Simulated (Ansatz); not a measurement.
Reactions of `[SiH3][Ge]([Cl])([Cl])[Cl]`.

Program: Ansatz. Geometries: PBE0-D4/def2-TZVP. ΔE: electronic, gas phase. CCSD(T)/CBS adds triple-zeta CCSD(T) − MP2 to the extrapolated MP2 energy (def2 sets, frozen cores). This one scheme is used for every species. For Ge outer-core shells are correlated without core-valence functions, which leaves a few kJ/mol of doubt a bond. Scalar relativity is left out up to krypton. Each species was taken in one conformer, which may not be the lowest.

**Question.** Order these by ΔE at CCSD(T)/CBS, lowest first. (Estimate.)
A. `[SiH3][Ge]([Cl])([Cl])[Cl]` + `[OH][Ge][O][SiH3]` → `[SiH3][O][Ge][O][SiH3]` + `[Cl][GeH]([Cl])[Cl]`
B. `[SiH3][Ge]([Cl])([Cl])[Cl]` + `N[SiH](N)S` → `N[SiH](N)[SiH3]` + `[SH][Ge]([Cl])([Cl])[Cl]`
C. `[SiH3][Ge]([Cl])([Cl])[Cl]` + `CCNC` → `CC[N](C)[Ge]([Cl])([Cl])[Cl]` + SiH₄
D. `[SiH3][Ge]([Cl])([Cl])[Cl]` + `C=C(N)O` → `C=C(O)[SiH3]` + `[NH2][Ge]([Cl])([Cl])[Cl]`

**Answer.** A (-68.2 kJ/mol), D (-9.1 kJ/mol), C (-0.5 kJ/mol), B (+65.8 kJ/mol).

Largest T1 diagnostic: 0.015, for `[OH][Ge][O][SiH3]`.
